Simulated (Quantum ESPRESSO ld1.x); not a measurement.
ld1.x (Quantum ESPRESSO 7.5) input

```
 &input
    zed=15.0,
    iswitch=1,
    rel=2,
    dft='REVPBE',
    config='[Ne] 3s2 3p1',
    rel_dist='average',
    verbosity='high',
    lsmall=.true.,
    prefix='ld1',
    max_out_wfc=37,
    file_charge='ld1.rho',
 /
```

Command: `OMP_NUM_THREADS=1 ld1.x < ld1.in > ld1.out`

Output:

```
     Program LD1 v.7.5 starts

     --------------------------- All-electron run ----------------------------

     dirac relativistic calculation

     atomic number is 15.00
     dft =REVPBE   lsd =0 sic =0 latt =0  beta=0.20 tr2=1.0E-14
     Exchange-correlation= REVPBE
                           (   1   4   4   4   0   0   0)
     mesh =1915 r(mesh) =  99.87804 a.u. xmin = -8.00 dx = 0.00800
     1 Ry =  13.60569312 eV, c = 137.03599908

     n l j   nl                  e(Ry)          e(Ha)          e(eV)
     Spin orbit split results
     1 0 0.5 1S 1( 2.00)    -154.979824071     -77.489912036  -2108.6079266
     2 0 0.5 2S 1( 2.00)     -14.524810647      -7.262405323   -197.6201163
     2 1 0.5 2P 1( 2.00)     -10.925059712      -5.462529856   -148.6430098
     2 1 1.5 2P 1( 4.00)     -10.857450341      -5.428725170   -147.7231374
     3 0 0.5 3S 1( 2.00)      -2.493749772      -1.246874886    -33.9291941
     3 1 0.5 3P 1( 0.33)      -1.785985447      -0.892992724    -24.2995699
     3 1 1.5 3P 1( 0.67)      -1.780239790      -0.890119895    -24.2213963
     Averaged results
     1 0     1S 1( 2.00)    -154.979824071     -77.489912036  -2108.6079266
     2 0     2S 1( 2.00)     -14.524810647      -7.262405323   -197.6201163
     2 1     2P 1( 6.00)     -10.879986798      -5.439993399   -148.0297616
     3 0     3S 1( 2.00)      -2.493749772      -1.246874886    -33.9291941
     3 1     3P 1( 1.00)      -1.782155009      -0.891077505    -24.2474542

     final scf error:  5.9E-15 reached in  24 iterations

     Etot =    -681.880188 Ry,    -340.940094 Ha,   -9277.452588 eV

     Ekin =     684.473925 Ry,     342.236962 Ha,    9312.742168 eV
     Encl =   -1605.073330 Ry,    -802.536665 Ha,  -21838.135171 eV
     Eh   =     283.708701 Ry,     141.854351 Ha,    3860.053525 eV
     Exc  =     -44.989484 Ry,     -22.494742 Ha,    -612.113110 eV

     normalization and overlap integrals

     s(1S/1S) =  1.000000  <r> =   0.1035  <r2> =    0.0144  r(max) =   0.0677
     LC norm =  0.99716555 + SC norm =  0.00283445 =  1.00000000
     s(1S/2S) =  0.000000
     s(1S/3S) = -0.000000
     s(2S/2S) =  1.000000  <r> =   0.5185  <r2> =    0.3205  r(max) =   0.4198
     LC norm =  0.99958137 + SC norm =  0.00041863 =  1.00000000
     s(2S/3S) =  0.000000
     s(2P/2P) =  1.000000  <r> =   0.4825  <r2> =    0.2921  r(max) =   0.3520
     LC norm =  0.99960329 + SC norm =  0.00039671 =  1.00000000
     s(2P/3P) =  0.000000
     s(2P/2P) =  1.000000  <r> =   0.4847  <r2> =    0.2946  r(max) =   0.3549
     LC norm =  0.99960563 + SC norm =  0.00039437 =  1.00000000
     s(2P/3P) =  0.000000
     s(3S/3S) =  1.000000  <r> =   1.7453  <r2> =    3.4900  r(max) =   1.5219
     LC norm =  0.99993248 + SC norm =  0.00006752 =  1.00000000
     s(3P/3P) =  1.000000  <r> =   1.9698  <r2> =    4.5057  r(max) =   1.6752
     LC norm =  0.99994561 + SC norm =  0.00005439 =  1.00000000
     s(3P/3P) =  1.000000  <r> =   1.9751  <r2> =    4.5292  r(max) =   1.6752
     LC norm =  0.99994581 + SC norm =  0.00005419 =  1.00000000

     LC charge = 12.99093362 + SC charge =  0.00906638 = 13.00000000

     ------------------------ End of All-electron run ------------------------
```

Run on one thread of a shared host, so times are rough (Intel(R) Xeon(R) Processor @ 2.60GHz): 0.61 s of CPU time, 0.64 s wall, 24 iterations on 1915 mesh points.
